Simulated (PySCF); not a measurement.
C8H7FO.
Atom-mapped SMILES: `[O:1]=[CH:2][C@@:3]12[CH:4]=[CH:5][C@@H:6]([CH2:7]1)[C:8]([F:9])=[CH:10]2`

Structure used (GFN2-xTB), in Å, numbered top down from 1:
```
atom  x, y, z in Å
O1    -1.5605   -1.4701    2.1734
C2    -1.5348   -1.2836    0.9904
C3    -0.5362   -0.4403    0.2717
C4    -1.0894    0.8632   -0.3230
C5    -0.0505    1.6393   -0.5859
C6     1.2044    0.8737   -0.1845
C7     0.6559    0.1487    1.0584
C8     1.2500   -0.3202   -1.1223
F9     2.1949   -0.4446   -2.0552
C10    0.2173   -1.1127   -0.8763
H11   -2.2925   -1.7334    0.3163
H12   -2.1337    1.0388   -0.4904
H13   -0.0354    2.6148   -1.0313
H14    2.1212    1.4475   -0.0973
H15    1.3230   -0.6151    1.4541
H16    0.3481    0.8212    1.8568
H17   -0.0889   -2.0152   -1.3646
```

Definitions: NICS(0) = −σiso at the ring centroid; NICS(1) = −σiso and NICS(1)zz = −σzz at ±1 Å along the ring normal z. Level: GIAO PBE0/pcSseg-1 (PySCF, non-relativistic, gas phase) on the GFN2-xTB geometry, one conformer.

Ring bond lengths (Å), with Mayer bond orders in brackets: C3–C4 1.536 (0.91), C4–C5 1.323 (1.87), C5–C6 1.524 (0.96), C6–C7 1.540 (0.93), C7–C3 1.545 (0.93); C3–C7 1.545 (0.93), C7–C6 1.540 (0.93), C6–C8 1.519 (0.98), C8–C10 1.325 (1.82), C10–C3 1.529 (0.90).

**Question.** What do the NICS probes read (ppm)?

**Answer.** 
```tsv
ring	type	NICS(0)	NICS(1), two faces	NICS(1)zz, two faces	rms pucker (Å)	centre to ring atoms, mean (Å)
C3–C4–C5–C6–C7	5-membered carbocycle; formal bonds 1 double, 4 single	-2.1	-4.0 / -3.5	-2.9 / -7.4	0.27	1.23
C3–C7–C6–C8–C10	5-membered carbocycle; formal bonds 1 double, 4 single	-4.0	-3.4 / -2.5	-0.9 / -5.5	0.27	1.22
```

**Question.** What do they say, and how far can they be read as aromaticity?

**Answer.** 
- C3–C4–C5–C6–C7: mean NICS(1)zz -5.2 ppm, shielded. C3, C6, C7 have four or more neighbours, so the value isn't read as a sign of a π ring current. The two faces differ by 4.5 ppm, so no symmetry operation interchanges them.
- C3–C7–C6–C8–C10: mean NICS(1)zz -3.2 ppm, shielded. C3, C6, C7 have four or more neighbours; no verdict on aromaticity is drawn. The two faces differ by 4.6 ppm, so no symmetry operation interchanges them.

**Question.** Give the inner angles of the rings and the Hirshfeld charges of the ring atoms.

**Answer.** 
- C3–C4–C5–C6–C7: C3 98.7° (+0.008 e), C4 107.0° (-0.049 e), C5 107.4° (-0.047 e), C6 99.0° (-0.031 e), C7 92.5° (-0.063 e); sum 504.6° against 540° for a flat convex ring.
- C3–C7–C6–C8–C10: C3 99.8° (+0.008 e), C7 92.5° (-0.063 e), C6 98.0° (-0.031 e), C8 109.4° (+0.090 e), C10 105.1° (-0.090 e); sum 504.7° against 540° for a flat convex ring.

**Question.** How shielded are the nuclei of the rings and their hydrogens (means over atoms taken as equivalent)?

**Answer.** 
```tsv
atoms	environment	σ isotropic (ppm)
C3	sp3 carbon at a ring junction	114.9
C4	alkene CH carbon	32.8
C5	alkene CH carbon	34.8
C6	sp3 carbon at a ring junction	132.7
C7	ring CH2 carbon	109.2
C8	vinylic C–F carbon	-9.2
C10	alkene CH carbon	71.0
H12	vinylic hydrogen	24.45
H13	vinylic hydrogen	24.33
H14	methine hydrogen	28.40
H15	methylene hydrogen	29.32
H16	methylene hydrogen	29.20
H17	vinylic hydrogen	25.72
```

Hardware: an Arm Neoverse V1 with one thread, shared host with 32 logical CPUs at a one-minute load of 12. Cost: 35 s of wall time, 0.92 GiB resident at most. This is the whole shielding run at PBE0/pcSseg-1, SCF included.
